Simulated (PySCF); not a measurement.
## Mayer bond orders and bond lengths

Compound: C₅H₈F₃P.
SMILES with atom numbers: `[CH2:1]=[C:2]([CH3:3])[P:4]([CH3:5])[C:6]([F:7])([F:8])[F:9]` (hydrogens: H10, H11 on C1; H12, H13, H14 on C3; H15, H16, H17 on C5)

Cartesian coordinates in Å at the GFN2-xTB level; atoms count from 1:
```
atom  x, y, z in Å
C1     1.5809    1.2106    0.0350
C2     1.0027    0.0319    0.2179
C3     1.6871   -1.2716   -0.0628
P4    -0.6494   -0.1283    1.0043
C5    -1.4639    1.4594    0.5413
C6    -1.4514   -1.1073   -0.4087
F7    -1.1219   -2.4057   -0.3917
F8    -2.7892   -1.0495   -0.3079
F9    -1.1442   -0.6490   -1.6357
H10    1.0974    2.1432    0.2679
H11    2.5802    1.2835   -0.3627
H12    1.5276   -1.9674    0.7612
H13    2.7551   -1.1236   -0.2050
H14    1.2830   -1.7299   -0.9657
H15   -1.2594    1.7245   -0.4960
H16   -1.1040    2.2427    1.2055
H17   -2.5377    1.3487    0.6923
```

Bond orders from the PBE0/pcSseg-1 density (PySCF). Isolated species at its GFN2-xTB geometry (one conformer only).

Task: Where do the orders between heavy atoms depart from those drawn in the SMILES?

Result: The largest departure is 0.115, at P4–C6 (drawn single, 0.885).

Task: Give the Mayer order of every bond between heavy atoms, beside its length.

Result: 
```tsv
bond	drawn as	length (Å)	Mayer order
C1–C2	double	1.326	1.954
C2–C3	single	1.499	1.037
C2–P4	single	1.837	0.912
P4–C5	single	1.844	1.002
P4–C6	single	1.897	0.885
C6–F7	single	1.340	0.979
C6–F8	single	1.343	0.975
C6–F9	single	1.345	0.960
```

Bonds between the same two heavy elements. C–C: lowest C2–C3 (1.037, 1.499 Å), highest C1–C2 (1.954, 1.326 Å). C–P: lowest P4–C6 (0.885, 1.897 Å), highest P4–C5 (1.002, 1.844 Å); in 1 of the 3 pairs the longer bond (by over 0.003 Å) has the higher order (by 0.02 or more). C–F: all 3 within 0.02 of one another (0.960 to 0.979).

Task: And the bonds to hydrogen?

Result: C–H: 0.93 to 0.96 (8 bonds).

Task: Sum the orders of all bonds at each heavy atom with more than one neighbour and set the sums beside the valence in the SMILES.

Result: C1 3.847 (drawn 4), C2 3.903 (drawn 4), C3 3.877 (drawn 4), P4 2.799 (drawn 3), C5 3.828 (drawn 4), C6 3.799 (drawn 4). Orders between atoms that aren't bonded are not in these sums.

The Mayer order sums products of elements of PS (density times overlap matrix) between the two atoms' basis functions, so it depends on the basis set.

These values come from a run that also computed NMR shieldings. On one thread of an Arm Neoverse V1, no GPU, shared host with 32 logical CPUs at a one-minute load of 11, this took 39 s (with the writing of density and orbital grids) and 0.92 GiB of memory at its peak.
